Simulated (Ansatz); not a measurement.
Program: Ansatz. Geometries: PBE0-D4/def2-TZVP. ΔE: electronic, gas phase. CBS: MP2 limit from def2 TZ/QZ plus the TZ coupled-cluster correction, frozen cores. This one scheme is used for every species. DFT in def2-TZVPP. One conformer a species, not always the lowest.

`O[SiH](O)[SiH2]Cl` + H–F → `F[SiH2]Cl` + `O[SiH2]O`  (cleavage of the Si–Si bond)

```
         level  ΔE (kJ/mol)
     r2SCAN-D4       -153.9
MP2/def2-TZVPP       -161.8
```

Problem. What does CCSD(T)/CBS give? (An estimate is asked.)

Solution. Ansatz gave: -153.1 kJ/mol. The listed levels differ from it by -0.8, -8.7 kJ/mol.

Largest T1 diagnostic among the species: 0.011.

From PBE to PBE0 (25 % exact exchange), in def2-TZVPP and without D4, ΔE moves by −4.6 kJ/mol. In def2-TZVPP, CCSD(T) changes the Hartree–Fock value by +27.7 kJ/mol (the triples alone add +3.7 kJ/mol) and MP2 by +22.0 kJ/mol. The D4 term adds +11.7 kJ/mol with B3LYP and +6.7 kJ/mol with PBE0; it sums over pairs of atoms, weighted by their polarisabilities, and B3LYP, whose exchange is more repulsive, gets the larger term.

B3LYP here is the variant with VWN-RPA as its local correlation; programs differ in this.
